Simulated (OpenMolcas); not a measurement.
**Co3+: ligand-field states by method**

Co3+ with its 6 nearest fluoride ions at 1.943 Å, on the Mg site of KMgF3 (a = 3.973 Å, distance in the model lattice 1.986 Å). The rest of the host is ab initio model potentials to 7.6 Å, with orthogonalisation functions on the cations behind the ligands, and point charges beyond; the distance is set by hand and nothing relaxes, and no local charge compensation is placed. Ligand basis ANO-RCC-VDZP.

```yaml
Program: OpenMolcas
Basis: ANO-RCC-VTZP [6s5p3d2f1g]
Scalar_Hamiltonian: DKH2, point nucleus
Active_space: 6 electrons in 5 orbitals (3d)
State_averaging: 2S+1 = 5 even, 5 roots; 2S+1 = 3 even, 45 roots; 2S+1 = 1 even, 50 roots
Spin-orbit_coupling: RASSI with atomic mean-field integrals over the reference wave functions
```

I. CASSCF
II. SS-CASPT2, IPEA 0.25 Eh, imaginary shift 0.1 Eh (closed shells correlated: 3s 3p and the ligand valence shells)

Spin-free states (labels of O, the rotations of Oh) in cm-1, each column counted from its own energy of the first state listed:

```csv
State,Degeneracy,I,II
5T2,3,0,0
5E,2,9775,12760
3T1,3,16122,7920
1A1,1,18899,4940
3T2,3,20412,10950
3T1,3,24641,18820
1T1,3,26756,14960
3T2,3,27022,18790
3E,2,28895,22390
3T1,3,28970,21400
1T2,3,33875,22110
3T2,3,33888,25830
3A2,1,34891,28750
3E,2,36049,31760
3T1,3,36064,32820
1E,2,36968,26790
1A1,1,38370,26660
1T2,3,39643,28010
3A1,1,40080,35920
3T2,3,41349,33840
```

From I to II, I's first state of the same spin (5E) moves from 9775 to 12760 cm-1, by about +3000 cm-1.

From I to II, I's first state of another spin (3T1) moves from 16122 to 7920 cm-1, by about -8200 cm-1. In II another state of that kind comes below it.

I: A least-squares ligand-field fit to the states below 45000 cm-1, each weighted by its degeneracy and with a free common offset, gives 10Dq = 10218 cm-1, B = 1232 cm-1 and C = 4659 cm-1 (C/B = 3.78), with an rms deviation of 183 cm-1. The same method and metal basis give the free ion B = 1344 cm-1 (fit to its terms below 60000 cm-1, rms deviation 32 cm-1), so the nephelauxetic ratio is β = 1232 / 1344 = 0.92; it hangs on how both fits weigh the states, and computed free-ion B values tend to be too large, so β mixes covalency with correlation.

χT at 300 K: I 4.18, II 4.14 cm3 K/mol.

Roots that are degenerate in the reference are averaged as groups; the widest CASPT2 spread within a group is 790 cm-1 (the 2-fold group of multiplicity 1 near 73500 cm-1 above the lowest state of its run, II). Shifts and gaps below about the spread of the groups concerned are not significant. Over all roots computed the reference weight is 0.68 to 0.74 in II; the roots of lowest weight are the least certain, and an intruder state may touch them. An orbital triplet at a regular site is open to Jahn-Teller coupling, which can distort the site and quench the lowest spin-orbit gaps and is left out. Ligand-to-metal charge-transfer states are missing. With no ligand orbital active B as a rule stays too high, so bands that hang on it stand too high and its fall with covalency is understated. Without dynamic correlation the repulsion within the d shell is too large (B by tens of per cent), so at a given field states of lower spin stand too high (holds for I). CASSCF with metal d orbitals alone favours high spin, so a ground state of lower spin is not ruled out (holds for I). With metal d orbitals alone and no dynamic correlation 10Dq can be off by a tenth to a fifth, either way, in oxide and fluoride hosts (holds for I). This shell can be high or low spin here, a state of another spin lies low, and with metal d orbitals alone active their balance is uncertain, so the ground spin may be wrong (holds for II). A single d shell leaves out the double-shell effect, which counts most for late 3d ions, where the CASPT2 field can be off either way by tens of per cent (holds for II). These CASPT2 states fit no ligand-field parameters well, so their order and spin gaps are uncertain (holds for II). With one d shell and no ligand orbital active, 10Dq can be off by a tenth or more (holds for II). No measured value stands beside these numbers; the geometry was set by hand and not optimised.
